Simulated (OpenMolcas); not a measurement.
**Ionisation energies of molybdenum**

| Item | Value |
| --- | --- |
| Program | OpenMolcas 26.06 |
| Basis | ANO-RCC-VTZP [7s6p4d2f1g] |
| Scalar Hamiltonian | DKH2, point nucleus |
| Spin-orbit coupling | state interaction with AMFI integrals over the reference wave functions, term energies averaged over their components |

Active shells in each charge state: the valence d shell, with orbitals averaged over the low states. Where CASPT2's correlated closed shells are named, they are those of the first ion.

A. CASSCF
B. SS-CASPT2, IPEA 0.25 Eh, imaginary shift 0.1 Eh (closed shells correlated: 4s 4p)
C. SS-CASPT2, IPEA 0.25 Eh, imaginary shift 0.1 Eh (closed shells correlated: none)
D. SS-CASPT2, IPEA 0.25 Eh, imaginary shift 0.1 Eh (closed shells correlated: 3d 4s 4p)
E. SS-CASPT2, IPEA 0 Eh, imaginary shift 0.1 Eh (closed shells correlated: 4s 4p)

Energies in eV between the lowest computed levels, named as in B; reference values from the NIST Atomic Spectra Database with their kind.

```csv
From,To,A,B,C,D,E,Spin-orbit share in B,Reference
Mo2+ 4d⁴ ⁵D₀,Mo3+ 4d³ ⁴F_3/2,26.081,27.005,26.643,26.987,27.088,-0.067,27.130 (semi-empirical)
Mo3+ 4d³ ⁴F_3/2,Mo4+ 4d² ³F₂,39.210,40.026,39.555,40.004,40.113,-0.048,40.330 (semi-empirical)
Mo4+ 4d² ³F₂,Mo5+ 4d ²D_3/2,53.483,54.273,53.628,54.249,54.356,+0.060,54.417 (semi-empirical)
Mo5+ 4d ²D_3/2,Mo6+ 4p⁶ ¹S₀,67.710,68.499,67.710,68.473,68.569,+0.185,68.827 (measured)
```

Error against the reference values, in %:

```
From       Reference     A     B     C     D     E
Mo2+  semi-empirical  -3.9  -0.5  -1.8  -0.5  -0.2
Mo3+  semi-empirical  -2.8  -0.8  -1.9  -0.8  -0.5
Mo4+  semi-empirical  -1.7  -0.3  -1.4  -0.3  -0.1
Mo5+        measured  -1.6  -0.5  -1.6  -0.5  -0.4
```

Absolute error against the one measured value: A 1.12 eV, B 0.33 eV, C 1.12 eV, D 0.35 eV, E 0.26 eV. E lies closest.

The lowest level within the active space need not be the ion's true ground level.
